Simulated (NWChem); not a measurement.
System: tetramethylurea (C₅H₁₂N₂O); SMILES CN(C(=O)N(C)C)C

Parts of the log:

```
             Northwest Computational Chemistry Package (NWChem) 7.3.0
             --------------------------------------------------------

                             Geometry "geometry" -> ""
                             -------------------------

 Output coordinates in angstroms (scale by  1.889725989 to convert to a.u.)

  No.       Tag          Charge          X              Y              Z
 ---- ---------------- ---------- -------------- -------------- --------------
    1 C                    6.0000    -2.38144200    -0.36055800    -0.56842200
    2 N                    7.0000    -1.17125800    -0.05837200     0.15499300
    3 C                    6.0000    -1.35560700     0.68249200     1.38016800
    4 C                    6.0000     0.00000000     0.00000000    -0.58345000
    5 O                    8.0000     0.00000000     0.00000000    -1.80183500
    6 N                    7.0000     1.17125800     0.05837200     0.15499300
    7 C                    6.0000     2.38144200     0.36055800    -0.56842200
    8 C                    6.0000     1.35560700    -0.68249200     1.38016800
    9 H                    1.0000    -2.90156600     0.55414800    -0.91145700
   10 H                    1.0000    -3.07219600    -0.92684400     0.07734400
   11 H                    1.0000    -2.13753400    -0.95774900    -1.45460400
   12 H                    1.0000    -2.10411100     1.48318600     1.23349900
   13 H                    1.0000    -1.71051100     0.04286800     2.20811500
   14 H                    1.0000    -0.41781300     1.16118700     1.68609100
   15 H                    1.0000     3.07219600     0.92684400     0.07734400
   16 H                    1.0000     2.90156600    -0.55414800    -0.91145700
   17 H                    1.0000     2.13753400     0.95774900    -1.45460400
   18 H                    1.0000     2.10411100    -1.48318600     1.23349900
   19 H                    1.0000     1.71051100    -0.04286800     2.20811500
   20 H                    1.0000     0.41781300    -1.16118700     1.68609100

 Effective nuclear repulsion energy (a.u.)     416.3407458798

                              NWChem Property Module
                              ----------------------

                                 NWChem DFT Module
                                 -----------------

 Summary of "ao basis" -> "ao basis" (spherical)
 ------------------------------------------------------------------------------
       Tag                 Description            Shells   Functions and Types
 ---------------- ------------------------------  ------  ---------------------
 C                          def2-svp                 6       14   3s2p1d
 N                          def2-svp                 6       14   3s2p1d
 O                          def2-svp                 6       14   3s2p1d
 H                          def2-svp                 3        5   2s1p

            General Information
            -------------------
          SCF calculation type: DFT
          Wavefunction type:  closed shell.
          No. of atoms     :    20
          No. of electrons :    64
           Alpha electrons :    32
            Beta electrons :    32
          Charge           :     0
          Spin multiplicity:     1
          Use of symmetry is: off; symmetry adaption is: off
          Maximum number of iterations: 150
          AO basis - number of functions:   172
                     number of shells:    84
          Convergence on energy requested:  1.00D-06
          Convergence on density requested:  1.00D-05
          Convergence on gradient requested:  5.00D-04

              XC Information
              --------------
                         B3LYP Method XC Potential
                     Hartree-Fock (Exact) Exchange  0.200
                        Slater Exchange Functional  0.800 local
                    Becke 1988 Exchange Functional  0.720 non-local
              Lee-Yang-Parr Correlation Functional  0.810
                  VWN I RPA Correlation Functional  0.190 local

             Grid Information
             ----------------
          Grid used for XC integration:  medium
          Radial quadrature: Mura-Knowles
          Angular quadrature: Lebedev.
          Tag              B.-S. Rad. Rad. Pts. Rad. Cut. Ang. Pts.
          ---              ---------- --------- --------- ---------
          C                   0.70       49          13.0       434
          N                   0.65       49          11.0       434
          O                   0.60       49          11.0       434
          H                   0.35       45          14.0       434
          Grid pruning is: on
          Number of quadrature shells:   932
          Spatial weights used:  Erf1

      Superposition of Atomic Density Guess
      -------------------------------------

 Sum of atomic energies:        -377.29491779

      Non-variational initial energy
      ------------------------------

 Total energy =    -382.722652
 1-e energy   =   -1335.914519
 2-e energy   =     536.851121
 HOMO         =      -0.250762
 LUMO         =       0.069891

------------------------------------------------------------
EAF file 0: "./job.aoints.0" size=331874304 bytes
------------------------------------------------------------
               write      read    awrite     aread      wait
               -----      ----    ------     -----      ----
     calls:      633         0         0         0         0
   data(b): 3.32e+08  0.00e+00  0.00e+00  0.00e+00
   time(s): 0.00e+00  0.00e+00  0.00e+00  0.00e+00  0.00e+00
rate(mb/s): 0.00e+00  0.00e+00
------------------------------------------------------------

   convergence    iter        energy       DeltaE   RMS-Dens  Diis-err
 ---------------- ----- ----------------- --------- --------- ---------
 d= 0,ls=0.0,diis     1   -382.0539592339 -7.98D+02  1.34D-02  1.33D+00
 d= 0,ls=0.0,diis     2   -381.7319642108  3.22D-01  1.01D-02  4.80D+00
 d= 0,ls=0.0,diis     3   -382.1980696307 -4.66D-01  1.74D-03  1.24D-01
 d= 0,ls=0.0,diis     4   -382.2071342838 -9.06D-03  6.28D-04  3.25D-02
 d= 0,ls=0.0,diis     5   -382.2104458179 -3.31D-03  1.27D-04  7.13D-04
  Resetting Diis
 d= 0,ls=0.0,diis     6   -382.2105135318 -6.77D-05  4.58D-05  6.82D-05
 d= 0,ls=0.0,diis     7   -382.2105220431 -8.51D-06  1.80D-05  2.20D-06
 d= 0,ls=0.0,diis     8   -382.2105219065  1.37D-07  9.80D-06  3.93D-06

         Total DFT energy =     -382.210521906547
      One electron energy =    -1343.022532984289
           Coulomb energy =      598.525430217214
    Exchange-Corr. energy =      -54.054165019229
 Nuclear repulsion energy =      416.340745879757

 Numeric. integr. density =       64.000009223412

                       DFT Final Molecular Orbital Analysis
                       ------------------------------------

 Vector   30  Occ=2.000000D+00  E=-2.648001D-01
              MO Center= -4.7D-08, -9.9D-10, -1.2D+00, r^2= 2.3D+00
   Bfn.  Coefficient  Atom+Function         Bfn.  Coefficient  Atom+Function
  ----- ------------  ---------------      ----- ------------  ---------------
    60      0.494874   5 O  px               63      0.333532   5 O  px
    17      0.268955   2 N  s                73     -0.268955   6 N  s
    61      0.240344   5 O  py               64      0.176123   5 O  py
    49      0.173138   4 C  px               19      0.133328   2 N  py
    75      0.133328   6 N  py               18     -0.132394   2 N  px

 Vector   31  Occ=2.000000D+00  E=-2.311956D-01
              MO Center= -1.8D-05, -3.0D-07, -7.0D-01, r^2= 3.3D+00
   Bfn.  Coefficient  Atom+Function         Bfn.  Coefficient  Atom+Function
  ----- ------------  ---------------      ----- ------------  ---------------
    60      0.336865   5 O  px               61     -0.321066   5 O  py
    64     -0.248551   5 O  py               19     -0.244724   2 N  py
    75     -0.244717   6 N  py               63      0.234269   5 O  px
    22      0.208508   2 N  py               78      0.208502   6 N  py
    20      0.157427   2 N  pz               76     -0.157424   6 N  pz

 Vector   32  Occ=2.000000D+00  E=-2.307901D-01
              MO Center=  1.8D-05,  3.0D-07,  2.3D-01, r^2= 4.0D+00
   Bfn.  Coefficient  Atom+Function         Bfn.  Coefficient  Atom+Function
  ----- ------------  ---------------      ----- ------------  ---------------
    19      0.363389   2 N  py               75     -0.363394   6 N  py
    22     -0.305461   2 N  py               78      0.305465   6 N  py
    20     -0.164469   2 N  pz               76     -0.164472   6 N  pz
   113      0.130824   9 H  s               148      0.130825  16 H  s
    23      0.128672   2 N  pz               79      0.128675   6 N  pz

 Vector   33  Occ=0.000000D+00  E= 4.493815D-02
              MO Center= -6.1D-07,  2.8D-07, -3.6D-01, r^2= 4.9D+00
   Bfn.  Coefficient  Atom+Function         Bfn.  Coefficient  Atom+Function
  ----- ------------  ---------------      ----- ------------  ---------------
    31      0.550684   3 C  s               101     -0.550683   8 C  s
   129     -0.524986  12 H  s               159      0.524985  18 H  s
    50     -0.499874   4 C  py               47     -0.494629   4 C  py
   114     -0.397701   9 H  s               149      0.397700  16 H  s
     3      0.356035   1 C  s                87     -0.356035   7 C  s

 Vector   34  Occ=0.000000D+00  E= 4.588445D-02
              MO Center=  6.6D-07, -2.4D-07,  1.3D+00, r^2= 9.4D+00
   Bfn.  Coefficient  Atom+Function         Bfn.  Coefficient  Atom+Function
  ----- ------------  ---------------      ----- ------------  ---------------
    31      1.469557   3 C  s               101      1.469558   8 C  s
     3      0.797910   1 C  s                87      0.797910   7 C  s
   134     -0.795721  13 H  s               164     -0.795722  19 H  s
   139     -0.651359  14 H  s               169     -0.651359  20 H  s
   129     -0.560156  12 H  s               159     -0.560156  18 H  s

 Vector   35  Occ=0.000000D+00  E= 7.408463D-02
              MO Center= -1.6D-07, -1.9D-08,  6.8D-01, r^2= 1.1D+01
   Bfn.  Coefficient  Atom+Function         Bfn.  Coefficient  Atom+Function
  ----- ------------  ---------------      ----- ------------  ---------------
     3      1.061488   1 C  s                87     -1.061488   7 C  s
   119     -0.810943  10 H  s               144      0.810943  15 H  s
   134     -0.752270  13 H  s               164      0.752270  19 H  s
    31      0.558482   3 C  s               101     -0.558482   8 C  s
   114     -0.520015   9 H  s               149      0.520015  16 H  s

------------------------------------------------------------
EAF file 0: "./job.aoints.0" size=534773760 bytes
------------------------------------------------------------
               write      read    awrite     aread      wait
               -----      ----    ------     -----      ----
     calls:     1020         7         0      7133      7133
   data(b): 5.35e+08  3.67e+06  0.00e+00  3.74e+09
   time(s): 0.00e+00  0.00e+00  0.00e+00  0.00e+00  0.00e+00
rate(mb/s): 0.00e+00  0.00e+00
------------------------------------------------------------

     Multipole analysis of the density
     ---------------------------------

     L   x y z        total         alpha         beta         nuclear
     -   - - -        -----         -----         ----         -------
     0   0 0 0     -0.000000    -32.000000    -32.000000     64.000000

     1   1 0 0     -0.000000     -0.000000     -0.000000     -0.000000
     1   0 1 0      0.000000      0.000000      0.000000      0.000000
     1   0 0 1      1.291059      0.954074      0.954074     -0.617090

     2   2 0 0    -33.200790   -318.750856   -318.750856    604.300923
     2   1 1 0     -0.055863      1.090454      1.090454     -2.236770
     2   1 0 1      0.000000      0.000000      0.000000     -0.000000
     2   0 2 0    -36.755718    -51.346182    -51.346182     65.936646
     2   0 1 1      0.000000      0.000000      0.000000      0.000000
     2   0 0 2    -40.619429   -162.211119   -162.211119    283.802808

 *** CALLING NEW AORESP DRIVER FOR CLOSED AND OPEN SHELLS ***
 Entering AOResponse driver routine

--------------------------------------------------------------------------------

          -----------------------------------------------
          Solving response equations for perturbing field
          -----------------------------------------------

 number of frequencies:     1
 frequency in a.u.:  0.7730000E-01
 Perturbing field: electric
 Using El. Dipole Length Gauge

 Setting up CPKS with frequency omega =      0.07730000 a.u.

                            NWChem Dynamic CPHF Module
                            --------------------------

    scftype = RHF
    nclosed =   32
      nopen =    0
  variables =     8960
  num. vecs =        3
  tolerance =   1.0D-04
  max. iter =   50

 SCF residual:    7.9773761996934406E-004

Iterative solution of linear equations
  No. of variables     8960
  No. of equations        3
  Maximum subspace       30
       Convergence  1.0D-04

   iter   nsub   residual    time
   ----  ------  --------  ---------
     1      3    4.69D+00      89.6
     2      6    2.99D+00     131.4
     3      9    4.25D-01     173.3
     4     12    9.49D-02     216.9
     5     15    2.38D-02     259.1
     6     18    4.17D-03     302.2
     7     21    1.39D-03     346.1
     8     24    3.66D-04     390.9
     9     27    1.62D-04     436.5
    10     30    4.50D-05     471.3

------------------------------------------------------------
EAF file 0: "./job.aoints.0" size=534249472 bytes
------------------------------------------------------------
               write      read    awrite     aread      wait
               -----      ----    ------     -----      ----
     calls:     1019         0         0         0         0
   data(b): 5.34e+08  0.00e+00  0.00e+00  0.00e+00
   time(s): 0.00e+00  0.00e+00  0.00e+00  0.00e+00  0.00e+00
rate(mb/s): 0.00e+00  0.00e+00
------------------------------------------------------------

 Electric Dipole Response Matrix (nonzero elements):

              1        2        3
    1   90.0671  -1.6506  -0.0000
    2   -1.6506  57.5466  -0.0000
    3   -0.0000  -0.0000  75.8957

 ------------------------------------------
 average:        74.50313 + I       0.00000

 DFT Linear Response polarizability / au
 Frequency  =       0.0773000 / au
 Wavelength =     589.4353558 / nm
              X              Y              Z
 -----------------------------------------------
 X      90.0670832     -1.6505527     -0.0000001
 Y      -1.6505506     57.5466072     -0.0000000
 Z      -0.0000001     -0.0000001     75.8956916
 -----------------------------------------------
 Eigenvalues =      90.1506411     57.4630493     75.8956916
 Isotropic   =      74.5031273
 Anisotropic =      28.3852475
 -----------------------------------------------

 Magnetic Dipole Response Matrix (nonzero elements):
```

Level: B3LYP/def2-SVP. Coordinates come from a PBE0/def2-SVP optimisation. No frequency run checked for a minimum.

Problem. Which NWChem input produces such a log?

Solution. One answer among several that fit: the input that was run:
```
start job
memory heap 200 mb stack 900 mb global 1100 mb
geometry units angstroms noautosym nocenter noautoz
  C     -2.381442    -0.360558    -0.568422
  N     -1.171258    -0.058372     0.154993
  C     -1.355607     0.682492     1.380168
  C      0.000000     0.000000    -0.583450
  O      0.000000     0.000000    -1.801835
  N      1.171258     0.058372     0.154993
  C      2.381442     0.360558    -0.568422
  C      1.355607    -0.682492     1.380168
  H     -2.901566     0.554148    -0.911457
  H     -3.072196    -0.926844     0.077344
  H     -2.137534    -0.957749    -1.454604
  H     -2.104111     1.483186     1.233499
  H     -1.710511     0.042868     2.208115
  H     -0.417813     1.161187     1.686091
  H      3.072196     0.926844     0.077344
  H      2.901566    -0.554148    -0.911457
  H      2.137534     0.957749    -1.454604
  H      2.104111    -1.483186     1.233499
  H      1.710511    -0.042868     2.208115
  H      0.417813    -1.161187     1.686091
end
basis spherical
  C library def2-svp
  N library def2-svp
  O library def2-svp
  H library def2-svp
end
dft
  xc b3lyp
  iterations 150
  semidirect filesize 400000000
end
property
  response 1 0.0773
end
task dft property
```
